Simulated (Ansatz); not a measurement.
## Relaxing a trial structure of C2H4Zn

The starting geometry of this gas-phase singlet was optimised with GFN2-xTB.

```xyz
7

C    -1.2900   -1.2027   -0.3845
C    -0.7047   -1.9520    0.5608
Zn   -0.7671    1.1758   -0.2312
H    -2.3313   -0.9270   -0.2929
H    -0.8834   -1.1741   -1.3856
H    -1.1641   -2.1105    1.5219
H     0.2837   -2.3588    0.4293
```

Q: Where would you expect an optimisation with PBE0-D4/def2-TZVP to take it?

A: It falls apart into C2H4 + Zn.

The energy falls by 0.32 eV over 14 steps:

```json
{"step": "1", "E − E(last) (eV)": "0.324"}
{"step": "2", "E − E(last) (eV)": "0.151"}
{"step": "4", "E − E(last) (eV)": "0.036"}
{"step": "5", "E − E(last) (eV)": "0.023"}
{"step": "7", "E − E(last) (eV)": "0.002"}
{"step": "8", "E − E(last) (eV)": "0.001"}
{"step": "10", "E − E(last) (eV)": "0.000"}
{"step": "11", "E − E(last) (eV)": "0.000"}
{"step": "13", "E − E(last) (eV)": "0.000"}
{"step": "14", "E − E(last) (eV)": "0.000"}
```

Final geometry (Å):

```
atom    x (Å)    y (Å)    z (Å)
   C  -1.3682  -1.4845  -0.4239
   C  -0.7126  -2.0557   0.5741
  Zn  -0.6124   2.0742  -0.2304
   H  -2.3818  -1.1171  -0.3038
   H  -0.9217  -1.3661  -1.4054
   H  -1.1604  -2.1757   1.5546
   H   0.3001  -2.4245   0.4526
```

No frequencies were run, so the end isn't proven a minimum. Run with Ansatz 0.2.0, 58 s on 2 threads of AMD EPYC (Zen 3) (shared host).
